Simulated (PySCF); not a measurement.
**Indirect couplings**

Bonds (- single, = double, # triple, : aromatic): O1-B2 1.361 Å, B2-O3 1.351 Å, B2-C4 1.548 Å, C4#C5 1.220 Å, C5-C6 1.414 Å, C6-F7 1.336 Å, C6=C8 1.342 Å, C8-F9 1.303 Å, C8-F10 1.302 Å. O1 carries H11; O3 carries H12.

Couplings: B3LYP/pcJ-1 (spin–dipole term only in couplings to heteroatoms) in PySCF 2.14, geometry PBE0-D3(BJ)/def2-SVP; gas phase, one conformer, non-relativistic. Couplings are averaged over pairs made equivalent by symmetry, fast rotation or ring inversion, so a value needn't be that of the named pair in this geometry, while other rotamers aren't included; one pair stands for each set, and the list holds those of at least 1.5 Hz over up to four bonds, among pairs with at least one B or F or H atom (others weren't computed). One-bond C–F couplings come out tens of Hz too large with common functionals.

Isotopes: ¹³C, ¹⁹F, ¹¹B, ¹⁷O, ¹H. Couplings to quadrupolar nuclei such as 17O and 33S are rarely resolved in practice.

```csv
pair,bonds,J (Hz)
"O1, B2",1,?
"O1, H11",1,-83.6
"B2, C4",1,126.3
"C6, F7",1,-295.3
"C8, F9",1,-368.9
"C8, F10",1,-377.3
"B2, C5",2,23.8
"B2, H11",2,?
"C5, F7",2,28.5
"C6, F9",2,53.5
"C6, F10",2,32.7
"F7, C8",2,50.3
"F9, F10",2,?
"B2, C6",3,2.8
"C4, F7",3,?
"C4, H11",3,6.4
"C5, F9",3,-12.7
"F7, F9",3,?
"F7, F10",3,62.5
"B2, F7",4,?
"C4, F9",4,16.4
"C4, F10",4,?
```

Estimate the withheld couplings, with signs.

Answers


- ¹J(O1,B2) = -12.7 Hz (mean over equivalent pairs that range from -14.1 to -11.3 Hz in this conformer)
- ²J(B2,H11) = -3.6 Hz (mean over equivalent pairs that range from -4.4 to -2.9 Hz in this conformer)
- ²J(F9,F10) = -67.7 Hz (angle at C8 113°)
- ³J(C4,F7) = 5.0 Hz
- ³J(F7,F9) = -143.7 Hz (dihedral angle 180°)
- ⁴J(B2,F7) = -1.7 Hz
- ⁴J(C4,F10) = 6.7 Hz
